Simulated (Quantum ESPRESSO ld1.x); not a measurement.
Task: Species: Mn IV. Configuration: [Ar] 3d2 4s2 (not the ground configuration). Method: non-relativistic Kohn-Sham, LDA (Slater exchange, Perdew-Wang correlation), spin-polarised, spherical densities, point nucleus; open shells are filled with parallel spins first; computed with ld1.x of Quantum ESPRESSO 7.5. Some entries of the table are withheld. Estimate them.

orbital  occ.  eigenvalue (eV)  <r> (bohr)
1s up       1         -6415.31     0.06168
1s down     1         -6415.30     0.06168
2s up       1         -790.576      0.2832
2s down     1         -789.229      0.2830
2p up       3         -686.780      0.2488
2p down     3         -685.748      0.2484
3s up       1         -137.562      0.8326
3s down     1         -134.937      0.8353
3p up       3         -107.316         (1)
3p down     3         -104.749         (2)
3d up       2         -58.1480      0.9262
3d down     0         -55.6497      0.9396
4s up       1         -35.7512       2.168
4s down     1         -35.1739       2.195

Result: 
(1) 3p up <r> (bohr): 0.8601
(2) 3p down <r> (bohr): 0.8642
